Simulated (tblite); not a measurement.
Compound: C3H6NSi (doublet state).
Numbering: `[SiH3:1][CH2:2][C@@H:3]1[C:4]=[N:5]1` (hydrogens: H6, H7, H8 on Si1; H9, H10 on C2; H11 on C3)

Structure optimised with GFN2-xTB, isolated species. This method treats the open shell by occupation alone, without spin polarisation.

(1) Give the optimised bond lengths and angles.

## Answers

(1) 
```json
{"bond": "Si1–C2", "length (bohr)": "3.659"}
{"bond": "C2–C3", "length (bohr)": "2.785"}
{"bond": "C3–C4", "length (bohr)": "2.747"}
{"bond": "C4=N5", "length (bohr)": "2.348"}
{"bond": "C3–N5", "length (bohr)": "2.994"}
{"bond": "Si1–H6, Si1–H8", "length (bohr)": "2.754"}
{"bond": "Si1–H7", "length (bohr)": "2.773"}
{"bond": "C2–H9", "length (bohr)": "2.054"}
{"bond": "C2–H10", "length (bohr)": "2.059"}
{"bond": "C3–H11", "length (bohr)": "2.050"}
```

Bonds in one row agree within 0.02 bohr and their mean is given. A selection of angles:
```json
{"angle": "C2–Si1–H6", "degrees": "108.0"}
{"angle": "C2–Si1–H7", "degrees": "104.3"}
{"angle": "C2–Si1–H8", "degrees": "109.9"}
{"angle": "H6–Si1–H7", "degrees": "110.6"}
{"angle": "H6–Si1–H8", "degrees": "113.2"}
{"angle": "H7–Si1–H8", "degrees": "110.4"}
{"angle": "Si1–C2–C3", "degrees": "106.2"}
{"angle": "Si1–C2–H9", "degrees": "111.1"}
{"angle": "Si1–C2–H10", "degrees": "107.4"}
{"angle": "C3–C2–H9", "degrees": "111.2"}
{"angle": "C3–C2–H10", "degrees": "111.9"}
{"angle": "H9–C2–H10", "degrees": "109.0"}
{"angle": "C2–C3–C4", "degrees": "122.6"}
{"angle": "C2–C3–N5", "degrees": "113.4"}
{"angle": "C2–C3–H11", "degrees": "117.9"}
{"angle": "C4–C3–N5", "degrees": "48.0"}
{"angle": "C4–C3–H11", "degrees": "118.6"}
{"angle": "N5–C3–H11", "degrees": "113.8"}
{"angle": "C3–C4–N5", "degrees": "71.5"}
{"angle": "C3–N5–C4", "degrees": "60.5"}
```

Dihedral angles: Si1–C2–C3–C4 93° (anticlinal); C2–C3–C4–N5 -93° (anticlinal); C2–C3–N5–C4 114° (anticlinal).

Si1 (silicon bonded to C and 3 H) is distorted tetrahedral (angles from 104.3° to 113.2°). The 3-membered ring C3–C4–N5 has internal angles of 48.0° to 71.5°. The 2 C–N bonds span 1.243 Å (C4=N5, drawn double) to 1.584 Å (C3–N5, drawn single), a spread of 0.341 Å. Of the pairs four or more bonds apart, N5···H8 is among the closest relative to their van der Waals radii: 2.74 Å, 100 % of the sum of Bondi's values.

Point group: C1 (no symmetry element, even within 0.4 Å). GFN2-xTB frequencies show an imaginary mode (22i cm⁻¹), so the point is no minimum at that level. 3 starts were optimised and ended at 0.00, 1.52 and 20.24 kcal/mol (GFN2-xTB); the lowest of these is shown.

On one thread of an Arm Neoverse V2, on a shared host, this took 0.23 s of wall time. That covers the optimisation of the geometry.

One conformer stands for the species.

These are computed values.
